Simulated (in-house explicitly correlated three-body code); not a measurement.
Computed with an exponentially correlated three-body code. Model: two electrons around a point charge, non-relativistic, variational in 260 exponentially correlated functions (energies converged to about 1e-7 hartree, or 1e-8 relative for large Z).

Command:
```bash
python run_hyl.py task.json out
```
Settings (lengths in bohr, energies in hartree):
```
Z                      6
screening              0.45
interaction_strength   1
functions              260
states_tried           13
```

Time taken, with all properties: 2.4 min on 1 thread of Arm Neoverse N1 (shared host).

**Those bound S and P states to n = 4 that converged, binding against the one-electron ion.**

Given: nuclear charge 6; Yukawa screening of all interactions 0.45 1/bohr.

Computed: one-electron threshold -15.4449685 hartree.

```tsv
term	energy (hartree)	binding (eV)
1 1S	-27.7272453	334.22
2 3S	-17.0898792	44.76
2 1S	?	?
2 3P	-16.8400139	37.961
2 1P	?	?
3 3S	-15.615069	4.6287
3 1S	-15.5884327	3.9039
3 3P	-15.5471828	2.7814
3 1P	-15.5318024	2.3629
```

(1) What belongs in the row 2 1S?

(2) What belongs in the row 2 1P?

**Converged states only, values per electron or pair (inverse distances are <exp(-kr)/r>).**

```tsv
term	mean r (bohr)	mean r squared (bohr²)	mean inverse r (1/bohr)	mean r12 (bohr)	mean inverse r12 (1/bohr)	mean cosine	mean p1 dot p2 (bohr⁻²)	delta r1 (bohr⁻³)	delta r12 (bohr⁻³)
1 1S	0.26827	0.096938	5.2403	0.39758	3.0094	-0.021902	0.67383	60.956	6.0649
2 3S	?	?	?	?	?	?	?	?	-
2 1S	0.74779	0.95138	3.193	1.2723	0.74725	-0.0088663	0.049902	36.596	0.84853
2 3P	0.64675	0.70372	3.193	1.0938	0.77392	-0.060205	-1.719	33.8	-
2 1P	0.67499	0.77524	3.1755	1.1209	0.81609	0.033128	1.5657	34.184	0.19206
3 3S	?	?	?	?	?	?	?	?	-
3 1S	1.9326	7.5908	2.8564	3.6242	0.14812	-0.0015342	0.0082059	34.51	0.13721
3 3P	1.9017	7.4932	2.851	3.5652	0.14178	-0.0079713	-0.22091	34.069	-
3 1P	1.9966	8.3248	2.8456	3.7511	0.14274	0.0042587	0.20864	34.118	0.030141
```

(3) What belongs in the row 2 3S?

(4) What belongs in the row 3 3S?

**Electric-dipole lines between converged S and P states, rate of the upper state's decay.**

```tsv
s state	p state	p minus s (eV)	oscillator strength from s	rate (1/s)
1 1S	2 1P	299.18	0.56973	7.376e+11
1 1S	3 1P	331.85	0.065907	1.0498e+11
2 1S	2 1P	4.9646	0.15575	5.5525e+07
2 1S	3 1P	37.64	0.169	3.4632e+09
3 1S	2 1P	-31.135	-0.052115	2.1921e+09
3 1S	3 1P	?	?	?
2 3S	2 3P	6.7992	0.19177	1.2823e+08
2 3S	3 3P	41.979	0.15473	3.9438e+09
3 3S	2 3P	?	?	?
3 3S	3 3P	1.8473	0.53862	2.6585e+07
```

(5) What belongs in the row 3 1S 3 1P?

(6) What belongs in the row 3 3S 2 3P?

**Static dipole response.**

| state | polarisability (bohr³) |
| --- | --- |
| 1 1S | 0.0092211 |
| 2 3S | 3.2179 |

Results:

(1) energy (hartree): -16.9150575; binding (eV): 40.003.

(2) energy (hartree): -16.7326115; binding (eV): 35.039.

(3) mean r (bohr): 0.71074; mean r squared (bohr²): 0.8452; mean inverse r (1/bohr): 3.2162; mean r12 (bohr): 1.2086; mean inverse r12 (1/bohr): 0.6335; mean cosine: -0.0063527; mean p1 dot p2 (bohr⁻²): 0.039873; delta r1 (bohr⁻³): 36.879.

(4) mean r (bohr): 1.8256; mean r squared (bohr²): 6.713; mean inverse r (1/bohr): 2.8633; mean r12 (bohr): 3.4122; mean inverse r12 (1/bohr): 0.13662; mean cosine: -0.0011545; mean p1 dot p2 (bohr⁻²): 0.0065237; delta r1 (bohr⁻³): 34.563.

(5) p minus s (eV): 1.541; oscillator strength from s: 0.5037; rate (1/s): 1.7301e+07.

(6) p minus s (eV): -33.332; oscillator strength from s: -0.058218; rate (1/s): 2.8067e+09.
